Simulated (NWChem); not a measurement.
System: CAuFO; SMILES [C-](->[Au][F])#[O+]

Parts of the log:

```
             Northwest Computational Chemistry Package (NWChem) 7.3.0
             --------------------------------------------------------

 ORDER OF PRIMARY AXIS IS BEING SET TO 4
 C4V symmetry detected

                             Geometry "geometry" -> ""
                             -------------------------

 Output coordinates in angstroms (scale by  1.889725989 to convert to a.u.)

  No.       Tag          Charge          X              Y              Z
 ---- ---------------- ---------- -------------- -------------- --------------
    1 Au                  79.0000     0.00000000     0.00000000    -0.17543192
    2 F                    9.0000     0.00000000     0.00000000    -2.08858792
    3 O                    8.0000     0.00000000     0.00000000     2.81818908
    4 C                    6.0000     0.00000000     0.00000000     1.68515008

 Effective nuclear repulsion energy (a.u.)     480.9473684420

      Symmetry information
      --------------------

 Group name             C4v
 Group number             18
 Group order               8
 No. of unique centers     4

                                 NWChem DFT Module
                                 -----------------

 Summary of "ao basis" -> "ao basis" (spherical)
 ------------------------------------------------------------------------------
       Tag                 Description            Shells   Functions and Types
 ---------------- ------------------------------  ------  ---------------------
 Au                         def2-svp                12       32   6s3p2d1f
 F                          def2-svp                 6       14   3s2p1d
 O                          def2-svp                 6       14   3s2p1d
 C                          def2-svp                 6       14   3s2p1d

      Symmetry analysis of basis
      --------------------------

        a1         30
        a2          0
        b1          6
        b2          6
        e          32

            General Information
            -------------------
          SCF calculation type: DFT
          Wavefunction type:  closed shell.
          No. of atoms     :     4
          No. of electrons :    42
           Alpha electrons :    21
            Beta electrons :    21
          Charge           :     0
          Spin multiplicity:     1
          Use of symmetry is: on ; symmetry adaption is: on
          Maximum number of iterations: 150
          AO basis - number of functions:    74
                     number of shells:    30
          Convergence on energy requested:  1.00D-06
          Convergence on density requested:  1.00D-05
          Convergence on gradient requested:  5.00D-04

              XC Information
              --------------
                        M06-L Method XC Functional
                         M06-L Exchange Functional  1.000
                       M06-L Correlation Potential  1.000

             Grid Information
             ----------------
          Grid used for XC integration:  coarse
          Radial quadrature: Mura-Knowles
          Angular quadrature: Lebedev.
          Tag              B.-S. Rad. Rad. Pts. Rad. Cut. Ang. Pts.
          ---              ---------- --------- --------- ---------
          Au                  1.35      104           7.0       302
          F                   0.50       35          11.0       302
          O                   0.60       35          10.0       302
          C                   0.70       35           8.0       302
          Grid pruning is: on
          Number of quadrature shells:   209
          Spatial weights used:  Erf1

      Superposition of Atomic Density Guess
      -------------------------------------

 Sum of atomic energies:        -364.05256841

      Non-variational initial energy
      ------------------------------

 Total energy =    -347.047867
 1-e energy   =    -816.884118
 2-e energy   =     325.490544
 HOMO         =      -0.426984
 LUMO         =      -0.006480

      Symmetry analysis of molecular orbitals - initial
      -------------------------------------------------

 !! scf_movecs_sym_adapt:   12 vectors were symmetry contaminated

  Symmetry fudging

 !! scf_movecs_sym_adapt:    6 vectors were symmetry contaminated

  Numbering of irreducible representations:

     1 a1          2 a2          3 b1          4 b2          5 e

  Orbital symmetries:

     1 a1          2 a1          3 a1          4 a1          5 a1
     6 e           7 e           8 a1          9 a1         10 a1
    11 a1         12 e          13 e          14 e          15 e
    16 a1         17 b2         18 b1         19 e          20 e
    21 a1         22 e          23 e          24 a1         25 e
    26 e          27 a1         28 a1         29 a1         30 b1
    31 b2

     ---------------------------------------------
      Total Density - Mulliken Population Analysis
     ---------------------------------------------

    Atom       Charge   Shell Charges
 -----------   ------   -------------------------------------------------------
    1 Au  19    18.71   0.07 -0.47  1.81  0.62  0.71  0.29  5.59  0.47  0.05  8.56  1.02  0.02
    2 F    9     9.76   1.99  1.15  0.82  3.57  2.23  0.00
    3 O    8     8.35   1.99  1.13  0.64  2.89  1.67  0.02
    4 C    6     5.18   1.99  0.96  0.39  1.27  0.49  0.08

   convergence    iter        energy       DeltaE   RMS-Dens  Diis-err
 ---------------- ----- ----------------- --------- --------- ---------
 d= 0,ls=0.0,diis     1   -348.6310648319 -4.93D+02  5.96D-02  1.46D+00
 d= 0,ls=0.0,diis     2   -339.5106162369  9.12D+00  5.40D-02  5.56D+01
 d= 0,ls=0.0,diis     3   -348.5664335280 -9.06D+00  1.25D-02  2.67D+00
 d= 0,ls=0.0,diis     4   -348.7806470274 -2.14D-01  5.80D-03  4.76D-01
 d= 0,ls=0.0,diis     5   -348.8213571803 -4.07D-02  3.76D-03  8.36D-02
  Resetting Diis
 d= 0,ls=0.0,diis     6   -348.8207980072  5.59D-04  4.14D-03  3.22D-02
 d= 0,ls=0.0,diis     7   -348.8263812492 -5.58D-03  2.61D-03  1.28D-03
 d= 0,ls=0.0,diis     8   -348.8258599580  5.21D-04  8.52D-04  6.96D-03
 d= 0,ls=0.0,diis     9   -348.8267354343 -8.75D-04  1.75D-04  1.79D-04
 d= 0,ls=0.0,diis    10   -348.8267442632 -8.83D-06  8.77D-05  9.88D-05
 d= 0,ls=0.0,diis    11   -348.8267525559 -8.29D-06  2.56D-05  1.48D-05
 d= 0,ls=0.0,diis    12   -348.8267537923 -1.24D-06  1.28D-05  9.45D-07
 d= 0,ls=0.0,diis    13   -348.8267538661 -7.38D-08  6.48D-06  3.21D-07

         Total DFT energy =     -348.826753866069
      One electron energy =     -818.401743542540
           Coulomb energy =      362.510757785451
    Exchange-Corr. energy =      -37.281474863224
 Nuclear repulsion energy =      144.345706754244

 Numeric. integr. density =       42.000014897851

                  Occupations of the irreducible representations
                  ----------------------------------------------

                     irrep           alpha         beta
                     --------     --------     --------
                     a1               11.0         11.0
                     a2                0.0          0.0
                     b1                1.0          1.0
                     b2                1.0          1.0
                     e                 8.0          8.0

                       DFT Final Molecular Orbital Analysis
                       ------------------------------------

 Vector   19  Occ=2.000000D+00  E=-2.856968D-01  Symmetry=a1
              MO Center= -6.2D-16, -2.2D-14, -5.3D-01, r^2= 2.0D+00
   Bfn.  Coefficient  Atom+Function         Bfn.  Coefficient  Atom+Function
  ----- ------------  ---------------      ----- ------------  ---------------
     5      0.598206  1 Au s                 18     -0.576758  1 Au d  0
     3     -0.412893  1 Au s                 38     -0.291559  2 F  pz
     2      0.264021  1 Au s                 41      0.217012  2 F  pz
     6      0.133344  1 Au s                 23     -0.126561  1 Au d  0
     4     -0.118331  1 Au s                  1     -0.103446  1 Au s

 Vector   20  Occ=2.000000D+00  E=-2.791149D-01  Symmetry=e
              MO Center= -1.5D-15, -9.4D-16, -1.4D+00, r^2= 2.1D+00
   Bfn.  Coefficient  Atom+Function         Bfn.  Coefficient  Atom+Function
  ----- ------------  ---------------      ----- ------------  ---------------
    36      0.527470  2 F  px                39     -0.388649  2 F  px
    19      0.367783  1 Au d  1              37      0.242653  2 F  py
    40     -0.178791  2 F  py                17     -0.169192  1 Au d -1
    50      0.118303  3 O  px                53      0.106310  3 O  px
    64     -0.081589  4 C  px                13     -0.080925  1 Au px

 Vector   21  Occ=2.000000D+00  E=-2.791149D-01  Symmetry=e
              MO Center= -6.5D-15, -1.0D-16, -1.4D+00, r^2= 2.1D+00
   Bfn.  Coefficient  Atom+Function         Bfn.  Coefficient  Atom+Function
  ----- ------------  ---------------      ----- ------------  ---------------
    37      0.527470  2 F  py                40     -0.388649  2 F  py
    17     -0.367783  1 Au d -1              36     -0.242653  2 F  px
    39      0.178791  2 F  px                19     -0.169192  1 Au d  1
    51      0.118303  3 O  py                54      0.106310  3 O  py
    65     -0.081589  4 C  py                14     -0.080925  1 Au py

 Vector   22  Occ=0.000000D+00  E=-1.035768D-01  Symmetry=e
              MO Center=  9.0D-15, -7.2D-16,  1.4D+00, r^2= 2.6D+00
   Bfn.  Coefficient  Atom+Function         Bfn.  Coefficient  Atom+Function
  ----- ------------  ---------------      ----- ------------  ---------------
    64      0.527323  4 C  px                67      0.452686  4 C  px
    53     -0.380543  3 O  px                50     -0.374260  3 O  px
    19      0.363358  1 Au d  1              13      0.214036  1 Au px
     7     -0.131904  1 Au px                36      0.124543  2 F  px
    39     -0.091379  2 F  px                10      0.071970  1 Au px

 Vector   23  Occ=0.000000D+00  E=-1.035768D-01  Symmetry=e
              MO Center=  8.5D-14, -3.7D-15,  1.4D+00, r^2= 2.6D+00
   Bfn.  Coefficient  Atom+Function         Bfn.  Coefficient  Atom+Function
  ----- ------------  ---------------      ----- ------------  ---------------
    65      0.527323  4 C  py                68      0.452686  4 C  py
    54     -0.380543  3 O  py                51     -0.374260  3 O  py
    17     -0.363358  1 Au d -1              14      0.214036  1 Au py
     8     -0.131904  1 Au py                37      0.124543  2 F  py
    40     -0.091379  2 F  py                11      0.071970  1 Au py

 Vector   24  Occ=0.000000D+00  E=-3.141285D-03  Symmetry=a1
              MO Center= -3.6D-15,  2.4D-14, -4.6D-01, r^2= 3.8D+00
   Bfn.  Coefficient  Atom+Function         Bfn.  Coefficient  Atom+Function
  ----- ------------  ---------------      ----- ------------  ---------------
     6      0.669104  1 Au s                 63     -0.620166  4 C  s
    18      0.512806  1 Au d  0               5      0.422125  1 Au s
     3     -0.361231  1 Au s                 38      0.270596  2 F  pz
    49      0.266230  3 O  s                 35     -0.257773  2 F  s
    15     -0.250346  1 Au pz                62     -0.236203  4 C  s

     ---------------------------------------------
      Total Density - Mulliken Population Analysis
     ---------------------------------------------

    Atom       Charge   Shell Charges
 -----------   ------   -------------------------------------------------------
    1 Au  19    18.49   0.07 -0.49  1.87  0.57  0.79  0.15  5.66  0.42  0.11  8.21  1.11  0.02
    2 F    9     9.46   1.99  1.15  0.83  3.29  2.21  0.00
    3 O    8     8.06   1.99  1.15  0.63  2.79  1.47  0.02
    4 C    6     5.99   1.99  1.05  0.43  1.81  0.62  0.09

     -------------------------------------------
      Total Density - Lowdin Population Analysis
     -------------------------------------------

    Atom       Charge   Shell Charges
 -----------   ------   -------------------------------------------------------
    1 Au  19    18.84   0.00  0.02  1.04  0.90  0.61  0.36  4.97  1.16  0.26  7.80  1.69  0.04
    2 F    9     9.32   1.98  1.05  0.79  3.19  2.31  0.00
    3 O    8     7.93   1.98  0.94  0.61  2.63  1.73  0.04
    4 C    6     5.90   1.97  0.72  0.44  1.66  0.92  0.19

     Multipole analysis of the density
     ---------------------------------

     L   x y z        total         alpha         beta         nuclear
     -   - - -        -----         -----         ----         -------
     0   0 0 0     -0.000000    -21.000000    -21.000000     42.000000

     1   1 0 0     -0.000000     -0.000000     -0.000000      0.000000
     1   0 1 0     -0.000000     -0.000000     -0.000000      0.000000
     1   0 0 1      1.364109     -9.263493     -9.263493     19.891096

     2   2 0 0    -27.667800    -13.833900    -13.833900      0.000000
     2   1 1 0     -0.000000     -0.000000     -0.000000      0.000000
     2   1 0 1     -0.000000     -0.000000     -0.000000      0.000000
     2   0 2 0    -27.667800    -13.833900    -13.833900      0.000000
     2   0 1 1      0.000000      0.000000      0.000000      0.000000
     2   0 0 2    -33.901053   -231.965110   -231.965110    430.029166

            General Information
            -------------------
          SCF calculation type: DFT
          Wavefunction type:  closed shell.
          No. of atoms     :     4
          No. of electrons :    42
           Alpha electrons :    21
            Beta electrons :    21
          Charge           :     0
          Spin multiplicity:     1
          Use of symmetry is: on ; symmetry adaption is: on
          Maximum number of iterations: 150
          AO basis - number of functions:    74
                     number of shells:    30
          Convergence on energy requested:  1.00D-06
          Convergence on density requested:  1.00D-05
          Convergence on gradient requested:  5.00D-04

              XC Information
              --------------
                        M06-L Method XC Functional
                         M06-L Exchange Functional  1.000
                       M06-L Correlation Potential  1.000

             Grid Information
             ----------------
          Grid used for XC integration:  coarse
          Radial quadrature: Mura-Knowles
          Angular quadrature: Lebedev.
          Tag              B.-S. Rad. Rad. Pts. Rad. Cut. Ang. Pts.
          ---              ---------- --------- --------- ---------
          Au                  1.35      104           7.0       302
          F                   0.50       35          11.0       302
          O                   0.60       35          10.0       302
          C                   0.70       35           8.0       302
          Grid pruning is: on
          Number of quadrature shells:   209
          Spatial weights used:  Erf1

          Convergence Information
          -----------------------
          Convergence aids based upon iterative change in
          total energy or number of iterations.
          Levelshifting, if invoked, occurs when the
          HOMO/LUMO gap drops below (HL_TOL):  1.00D-02
          DIIS, if invoked, will attempt to extrapolate
          using up to (NFOCK): 10 stored Fock matrices.

[...]

                         DFT ENERGY GRADIENTS

    atom               coordinates                        gradient
                 x          y          z           x          y          z
   1 Au      0.000000   0.000000  -0.331518    0.000000   0.000000  -0.004136
   2 F       0.000000   0.000000  -3.946859    0.000000   0.000000   0.008558
   3 O       0.000000   0.000000   5.325605    0.000000   0.000000  -0.021610
   4 C       0.000000   0.000000   3.184472    0.000000   0.000000   0.017188
```

Level: M06-L/def2-SVP with def2 effective core potentials on Au. Structure relaxed at the PBE0/def2-SVP level. def2 effective core potentials on Au; no spin-orbit coupling.

Task: Which NWChem input produces such a log?

Result: Several could match; the one computed here: the input that was run:
```
start job
memory heap 200 mb stack 900 mb global 1100 mb
geometry units angstroms noautoz
  Au     0.000031    -0.190860     0.000000
  F      0.000019    -2.104016     0.000000
  O      0.000011     2.802761     0.000000
  C      0.000026     1.669722     0.000000
end
basis spherical
  Au library def2-svp
  F library def2-svp
  O library def2-svp
  C library def2-svp
end
ecp
  Au library def2-ecp
end
dft
  xc m06-l
  grid coarse
  iterations 150
  mulliken
end
task dft gradient
```
